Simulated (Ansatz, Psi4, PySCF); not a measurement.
dimethyl telluride (C2H6Te), singlet, geometry from GFN2-xTB (core potentials on Te). Base run: R2SCAN/def2-SVP (PySCF).

Input for PySCF:
```python
from pyscf import gto, scf, dft

mol = gto.M(
    atom='''
C     1.51403960   -0.61814695    0.97361016
Te    0.01637111    0.19648656   -0.35400888
C    -1.60205503   -0.43829160    0.92933228
H     1.38011691   -1.68745138    1.07645886
H     2.48866467   -0.41855255    0.54994310
H     1.44343271   -0.14926988    1.94678120
H    -1.59498997   -1.51573359    1.03418433
H    -2.53486000   -0.12860379    0.47856174
H    -1.50556944    0.02094119    1.90487761
''',
    basis='def2-svp',
    ecp={'Te': 'def2-svp'},
    verbose=4,
)

mf = dft.RKS(mol)
mf.xc = 'r2scan'
mf.kernel()
```

The same geometry, method and basis name were run in Ansatz (a first-principles code) and Psi4 and PySCF, at each program's defaults and at the settings that a row names. The base is PySCF at its defaults. Differences at the defaults can come from grids, fitting, cores and function types together.

```tsv
code and settings	ΔE vs base (mEh)	basis functions	E (Eh)	SCF cycles	dipole (D)
PySCF, defaults (exact integrals, its default grid, spherical functions)	0.000	84	-347.81471	11	1.27
Psi4, defaults (density fitting with its default set, its default grid, spherical functions)	…	84	…	9	1.27
Ansatz, defaults (factorised integrals, its default grid, spherical functions)	0.026	84	-347.81469	-	-
PySCF, density fitting with def2-universal-jkfit	…	84	…	11	1.27
PySCF, fine grid	0.028	84	-347.81468	11	1.27
Psi4, exact integrals, spherical functions, fine grid	-0.226	84	-347.81494	11	1.27
Ansatz, high accuracy	0.027	84	-347.81468	-	-
```

Complete the blanks.


- Psi4, defaults (density fitting with its default set, its default grid, spherical functions), ΔE vs base (mEh): -0.855
- Psi4, defaults (density fitting with its default set, its default grid, spherical functions), E (Eh): -347.81557
- PySCF, density fitting with def2-universal-jkfit, ΔE vs base (mEh): -0.089
- PySCF, density fitting with def2-universal-jkfit, E (Eh): -347.81480
